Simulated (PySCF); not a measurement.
Run record: geometry optimisation, `[O]=[Re-](=[O])(=[O])=[O]` ([ReO4]-).

Method: PBE0-D3(BJ)/def2-SVP geometry optimisation, gas phase, def2 core potentials past Kr (PySCF 2.14.0). Start geometry: GFN2-xTB. A driver script takes a list of jobs; this job's settings line and coordinates (Å) are shown.

Input:
```
{"job": {"xc": "PBE0", "basis": "def2-SVP", "d3": "d3bj", "grid": 1, "maxiter": 40, "kind": "geom"}, "charge": -1, "multiplicity": 1}
Re    -0.000030     0.000050    -0.000020
O      0.010230    -0.017420     1.692720
O      1.592590     0.010060    -0.573880
O     -0.805150     1.385830    -0.545120
O     -0.797650    -1.378510    -0.573690
```

Output:
```
step   0  E = -378.84187969  max force = 0.046780
step   1  E = -378.84416450  max force = 0.033384
step   2  E = -378.84810083  max force = 0.003477
step   3  E = -378.84813643  max force = 0.000311
step   4  E = -378.84813807  max force = 0.000065
optimisation converged
```

Energies in Eh; «max force» is the largest Cartesian gradient component in Eh/bohr.

Q: How much energy does the optimisation release, in kcal/mol?

A: E(step 0) − E(last step) = 0.006258 Eh, which is 3.9 kcal/mol.

Q: Give the first gradient maximum in eV/Å.

A: With 1 Eh/bohr = 51.422 eV/Å, 2.406 eV/Å.

Main results: final energy -378.84814 Eh after 4 steps.

On an x86-64 server with one thread, shared host, this took 24 s.
Labels such as C1 count atoms from 1, the log's own numbers from 0.
